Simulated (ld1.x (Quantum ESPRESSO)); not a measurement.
# Which change was made? (Cs, TM)

caesium (Cs), norm-conserving Troullier–Martins (Kleinman–Bylander form), made with ld1.x (Quantum ESPRESSO) 7.5 (PBEsol, scalar-relativistic). Core [Kr] 4d10 5s2, reference 5p6 5d0 6s1 6p0. Waves: 6s (bound): rc 3.10 bohr; 5p (bound): rc 2.85 bohr; 5d (bound, empty): rc 4.20 bohr. Local part: all-electron potential smoothed inside 2.40 bohr (lloc = -2). Core correction: a·sin(br)/r model core inside 2.65 bohr.

Cutoffs, loose and tight: the cutoffs (Ry, on a coarse ladder) from which the occupation-weighted sum of valence levels, in a spherical-Bessel basis at the reference potential, stays within 10 and 1 mRy of its value at 400 Ry. They do not see the model core or the augmentation charge, which bear on the density cutoff. Test errors are all-electron minus pseudo excitation energies from the reference, over the configurations 5p6 5d0 6s0 6p0; 5p6 5d0 6s0.5 6p0; 5p6 5d0 6s0 6p1; 5p5 5d0 6s1 6p0; 5p6 5d0.5 6s0.5 6p0; 5p6 5d1 6s0 6p0; variants that change the core or the reference have their own tests. The largest error is taken over the tests solved by every variant that gives reliable tests at all, those not shown here included: 5p6 5d0 6s0 6p0; 5p6 5d0.5 6s0.5 6p0; 5p6 5d1 6s0 6p0.

The base gives: outcome: generated; cutoff, loose: 15 Ry; cutoff, tight: 18 Ry; bound ghosts: p, s; largest test error (meV): -4.1.

Task: After one change the result is: outcome: generated; cutoff, loose: 8 Ry; cutoff, tight: 15 Ry; bound ghosts: s; largest test error (meV): -1.9. Which change was it?
A. all radii but the core radius scaled by about 0.81 (s 2.50, p 2.30, d 3.38 bohr); local potential all-electron potential smoothed inside 1.94 bohr (lloc = -2)
B. all radii but the core radius scaled by about 1.39 (s 4.30, p 3.94, d 5.82 bohr); local potential all-electron potential smoothed inside 3.32 bohr (lloc = -2)
C. all radii but the core radius scaled by about 1.14 (s 3.54, p 3.26, d 4.80 bohr); local potential all-electron potential smoothed inside 2.74 bohr (lloc = -2)

Result: C. The others give: all radii but the core radius scaled by about 0.81 (s 2.50, p 2.30, d 3.38 bohr); local potential all-electron potential smoothed inside 1.94 bohr (lloc = -2) → outcome: generated; cutoff, loose: 50 Ry; cutoff, tight: 70 Ry; bound ghosts: s; largest test error (meV): +24 | all radii but the core radius scaled by about 1.39 (s 4.30, p 3.94, d 5.82 bohr); local potential all-electron potential smoothed inside 3.32 bohr (lloc = -2) → outcome: generated; cutoff, loose: 8 Ry; cutoff, tight: 10 Ry; bound ghosts: none; largest test error (meV): -1.6.
